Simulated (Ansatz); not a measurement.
Input (CCSDT(Q)/cc-pVDZ; Ansatz, an electronic-structure program):

Ansatz 0.2 input:
```yaml
crystal:
  periodic: [false, false, false]
  atoms:
    - {symbol: C, position_ang: [1.91646123, -0.05040740, -0.16601529]}
    - {symbol: C, position_ang: [0.75045681, -0.24237515, 0.04198708]}
    - {symbol: C, position_ang: [-0.67273205, -0.43181294, 0.31156568]}
    - {symbol: O, position_ang: [-1.49290989, 0.58401665, -0.25416689]}
    - {symbol: H, position_ang: [2.94872796, 0.11003798, -0.35937239]}
    - {symbol: H, position_ang: [-0.82588153, -0.50463743, 1.39545095]}
    - {symbol: H, position_ang: [-1.01248479, -1.37065653, -0.12872178]}
    - {symbol: H, position_ang: [-1.13219858, 1.44069576, 0.00075342]}
basis:
  gaussian:
    orbitals: cc-pVDZ
magnetization: {spin_polarized: false}
correlation: {method: ccsdt_q, electrons: outside_noble_gas}
```

Output:

```
Functional definition: HF
integrals: 0.08 GiB planned
1412 factors; integrals over basis functions are off by at most 1.5e-7 eV
mean field: 0.25 GiB planned
mean field evaluation 1: about -5187.4871 eV, gradient 3.1e1 eV
mean field evaluation 2: about -5187.4906 eV, gradient 3.1e1 eV
mean field evaluation 4: about -5189.8867 eV, gradient 3.6e0 eV
mean field evaluation 8: about -5189.9230 eV, gradient 2.4e-4 eV
mean field evaluation 16: about -5189.9197 eV, gradient 2.5e-1 eV
mean field -5189.92299974 eV, -190.7261523841 hartree, gradient 9.8e-7 eV, S^2 0.000000; 0 other end points of the search recorded, 0 dependent functions left out
4 core orbitals not correlated
reference -5189.92299974 eV, -190.7261523841 hartree; 11, 11 occupied and 61, 61 virtual orbitals, 1412 factors
second order -15.65648889 eV of doubles, -0.00000000 eV of singles
coupled cluster: 4.55 GiB planned
cycle   1  -15.93448859 eV  change   -2.8e-1 eV  update   1.1e-1
cycle   2  -16.66925712 eV  change   -7.3e-1 eV  update   4.9e-2
cycle   3  -17.07078183 eV  change   -4.0e-1 eV  update   2.1e-2
cycle   4  -17.04362322 eV  change    2.7e-2 eV  update   7.4e-3
cycle   5  -17.03033600 eV  change    1.3e-2 eV  update   4.1e-3
cycle   6  -17.03620005 eV  change   -5.9e-3 eV  update   1.8e-3
cycle   7  -17.04006148 eV  change   -3.9e-3 eV  update   7.6e-4
cycle   8  -17.03985035 eV  change    2.1e-4 eV  update   2.9e-4
cycle   9  -17.03948892 eV  change    3.6e-4 eV  update   1.0e-4
cycle  10  -17.03963928 eV  change   -1.5e-4 eV  update   4.6e-5
cycle  11  -17.03953748 eV  change    1.0e-4 eV  update   2.1e-5
cycle  12  -17.03951334 eV  change    2.4e-5 eV  update   9.3e-6
cycle  13  -17.03951179 eV  change    1.5e-6 eV  update   4.2e-6
cycle  14  -17.03951028 eV  change    1.5e-6 eV  update   2.1e-6
cycle  15  -17.03950770 eV  change    2.6e-6 eV  update   1.1e-6
perturbative correction -0.05146622 eV, -0.0018913488 hartree
Total energy: -5207.01397366 eV, -191.3542340912 hartree
```
